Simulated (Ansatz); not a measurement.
Geometry optimisation, RKS PBE0-D4/STO-3G in Ansatz.

Input file:

```yaml
crystal:
  periodic: [false, false, false]
  atoms:
    - { symbol: B, position_ang: [0.0, 0.0, 0.0] }
    - { symbol: "N", position_ang: [0.0, 0.0, 1.55] }
    - { symbol: H, position_ang: [-0.877, -0.2713, 2.08] }
    - { symbol: H, position_ang: [0.877, 0.2713, 2.08] }
    - { symbol: C, position_ang: [1.3856, 0.0, -0.8] }
    - { symbol: H, position_ang: [1.7152, -1.0462, -0.9702] }
    - { symbol: H, position_ang: [1.2491, 0.508, -1.7774] }
    - { symbol: H, position_ang: [2.1552, 0.5381, -0.2082] }
    - { symbol: O, position_ang: [-1.2211, 0.0, -0.705] }
    - { symbol: H, position_ang: [-1.7308, -0.8467, -0.4965] }
basis:
  gaussian: { orbitals: STO-3G }
hamiltonian:
  xc: pbe0
  dispersion: d4
relax:
  f_tol: 0.02
  max_steps: 40
output:
  orbitals: {}
```

Command:

```bash
$ ansatz run input.yaml --threads 1 --pin off --max-ram 2048MiB --backend cpu --events-out ev --progress --plain --runs-dir out
```

Where does it end, and by what steps?

The forces met the threshold. The force dipped under the threshold on the way, but the program's further checks kept it going. Limits of this set-up: minimal basis. After 26 steps the energy has fallen by 1.094 eV; H10 moved furthest, 0.63 Å.

```csv
step,energy less start (eV),largest force component (eV/Å),accepted
0,0.0000,4.475,yes
1,-0.6986,1.854,yes
2,-0.8745,2.160,yes
3,-1.0758,0.655,yes
4,-1.0832,0.509,yes
5,-1.0907,0.227,yes
6,-1.0930,0.059,yes
7,-1.0932,0.022,yes
8,-1.0932,0.023,yes
9,-1.0934,0.010,yes
10,-1.0934,0.066,yes
11,-1.0936,0.027,yes
12,-1.0937,0.016,yes
13,-1.0928,0.155,no
14,-1.0938,0.032,yes
15,-1.0938,0.065,no
16,-1.0939,0.026,yes
17,-1.0940,0.031,yes
18,-1.0940,0.031,yes
19,-1.0941,0.032,yes
20,-1.0941,0.034,yes
21,-1.0942,0.034,yes
22,-1.0943,0.033,yes
23,-1.0942,0.055,no
24,-1.0943,0.023,yes
25,-1.0944,0.038,yes
26,-1.0944,0.020,yes
```

```xyz
10
Properties=species:S:1:pos:R:3
B 0.015 -0.117 -0.010
N -0.020 -0.131 1.399
H -0.872 -0.247 1.973
H 0.828 -0.029 1.978
C 1.396 0.046 -0.772
H 1.965 -0.894 -0.761
H 1.246 0.322 -1.821
H 2.031 0.810 -0.309
O -1.122 -0.252 -0.775
H -1.913 -0.356 -0.150
```

Whether the end is a true minimum wasn't checked by a vibrational analysis.

Run time: 51 s on 1 thread of Arm Neoverse V1, on a shared host, peak memory 0.14 GiB.
